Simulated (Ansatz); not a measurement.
CCl$_{2}$GaN (`N#[C][Ga]([Cl])[Cl]`), charge 0, multiplicity 1.

Problem. Give a relaxed structure at PBE0-D4/def2-TZVP (Ansatz 0.2.0). (Best estimate.)

Solution. Computed: 
Cartesian coordinates in Å:
```
N -2.017 0.464 1.385
C -1.084 0.249 0.745
Ga 0.470 -0.108 -0.322
Cl 1.831 1.443 -0.738
Cl 0.801 -2.049 -1.069
```
Point group C2v.
